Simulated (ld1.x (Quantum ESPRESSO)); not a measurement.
**Eu (Z = 63), ultrasoft: configuration errors across variants**

| Quantity | Value |
| --- | --- |
| Element | europium (Eu) |
| Generator | ld1.x (Quantum ESPRESSO) 7.5 |
| Type | ultrasoft |
| Functional | PBE |
| Relativity | scalar-relativistic |
| Frozen core | [Kr] 4d10 4f7 |
| Valence charge | 10 |
| Reference configuration | 5s2 5p6 5d0 6s1.5 6p0.5 |
| Partial waves | 5s (bound): rcut 1.85, rcutus 2.20 bohr; 6s (bound): rcut 1.85, rcutus 2.20 bohr; 5p (bound): rcut 2.85, rcutus 3.20 bohr; 6p (bound): rcut 2.85, rcutus 3.20 bohr; 5d (bound, empty): rcut 2.05, rcutus 2.55 bohr; 5d channel at 0.25 Ry: rcut 2.05, rcutus 2.55 bohr |
| Local potential | all-electron potential smoothed inside 2.05 bohr (lloc = -1) |
| Core correction | none |
| Augmentation charge | PSQ, inside the norm-conserving radii |

All-electron excitation energies from the reference (eV): (1) 5s2 5p6 5d0 6s2 6p0 -1.231; (2) 5s2 5p6 5d0 6s1 6p0 4.788; (3) 5s2 5p6 5d0 6s0 6p0 16.024.

The overlap operator is not positive definite (basis up to 400 Ry) in “base”, “waves 5p (bound): rcut 2.62, rcutus 2.78 bohr; 6p (bound): rcut 2.62, rcutus 2.78 bohr”, “waves 5p (bound): rcut 2.85, rcutus 3.44 bohr; 6p (bound): rcut 2.85, rcutus 3.44 bohr”. Such files are unfit for use, however small their errors in these radial tests.

6 further variants failed, have other tests or too few solved ones, and are left out.

Errors AE − PS in meV (a dash: test not solved or not reliable):

| change | (1) | (2) | (3) | bound ghosts |
| --- | --- | --- | --- | --- |
| base | -9.2 | -9.7 | -59 | not determined (overlap not positive) |
| waves 5p (bound): rcut 2.62, rcutus 2.78 bohr; 6p (bound): rcut 2.62, rcutus 2.78 bohr | +1.1 | -1.4 | +7.4 | not determined (overlap not positive) |
| waves 5p (bound): rcut 2.85, rcutus 3.44 bohr; 6p (bound): rcut 2.85, rcutus 3.44 bohr | -31 | -28 | -53 | not determined (overlap not positive) |

Q: Give the same row for: waves 5p (bound): rcut 2.84, rcutus 3.02 bohr; 6p (bound): rcut 2.84, rcutus 3.02 bohr.

A: –, –, –; bound ghosts: not determined (overlap not positive). Its overlap operator is not positive definite in a basis up to 400 Ry (lowest eigenvalue p -0.45), so the file is unfit for use: the generalised eigenproblem breaks down once the basis is large enough, and its test numbers describe a broken file.
